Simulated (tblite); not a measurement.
C2H5N3Si.
Geometry (GFN2-xTB, Å), atoms numbered from 1 in this order:
```xyz
11
C2H5N3Si angstrom
Si    -1.716   -0.153   -0.066
C      0.141    0.061   -0.005
C      0.967    1.174   -0.014
N      2.245    0.772    0.062
N      2.281   -0.504    0.117
N      1.036   -0.958    0.079
H     -1.976   -1.517   -0.534
H     -2.259    0.839   -0.990
H     -2.257    0.024    1.282
H      0.704    2.210   -0.070
H      0.840   -1.946    0.112
```

All values are computed: GFN2-xTB (tblite) harmonic vibrations without scaling, gas phase. Errors from tens to a few hundred cm⁻¹ against measured bands are possible. Modes of hydrogen on silicon can be 10 to 20 % off. The optimisation stopped once no atom felt more than 0.01 eV/Å.

Lowest wavenumbers of the output (negative numbers stand for imaginary wavenumbers):
```
mode    cm-1
  1     -23.9
  2     167.1
  3     191.4
  4     464.5
  5     524.7
  6     545.5
  7     633.4
  8     675.3
  9     701.8
 10     768.5
```

Q: Is this structure a minimum?

A: Not by this Hessian. 1 mode is imaginary beyond 20i (24i cm⁻¹), so at this level the point lies at or near a first-order saddle. The curvature is small, so loose convergence or finite differences may be the whole cause.

Q: Which atoms move in the imaginary mode?

A: 24i: H8 (Si–H hydrogen) 30 %, H9 (Si–H hydrogen) 30 %, H7 (Si–H hydrogen) 29 %. These are shares of the mass-weighted motion.

Q: What is the remedy?

A: Step along that mode in both directions, optimise again with tighter thresholds and repeat the frequencies. The zero-point energy of this point (44.8 kcal/mol) counts the 26 real modes alone, and thermal corrections from it aren't those of a minimum.

The run took 0.24 s wall on one thread, Arm Neoverse V1 (aarch64) (shared host). The figure is for the frequency step alone.
